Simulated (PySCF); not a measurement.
# UHF on Mo²⁺ (molybdenum, charge +2)

Configuration: [Kr] 4d4, high-spin 5D determinant. Computed with PySCF 2.14 in def2-QZVPPD with the def2 core potential (28 electrons) (7s5p4d3f2g, 81 functions), with scalar relativity through the core potential.

| Item | Value |
| --- | --- |
| Total energy | -66.781946 hartree |
| One-electron energy | -107.3881 hartree |
| Hartree (Coulomb) energy | 47.5644 hartree |
| Exchange energy | -6.9582 hartree |
| ⟨S²⟩ | 6.0029 |
| ⟨L²⟩ | 6.031 |
| Sum of ⟨r⟩ | 16.64 bohr |
| Sum of ⟨r²⟩ | 27.03 bohr² |
| Traceless quadrupole moment −½Σ⟨3z² − r²⟩ along its main axis | -0.943 e·bohr² |

| shell | electrons | mean orbital energy (hartree) | spread (hartree) | rms radius, mean of both spins (bohr) |
| --- | --- | --- | --- | --- |
| 4s α | 1 | -3.73978 | 0 | 1.19 |
| 4s β | 1 | -3.52669 | 0 | 1.19 |
| 4p α | 3 | -2.61779 | 0.03705 | 1.32 |
| 4p β | 3 | -2.33468 | 0.05513 | 1.32 |
| 4d α | 4 | -1.01297 | 0.04844 | 1.85 |

Energies and moments cover only the electrons outside the core potential.
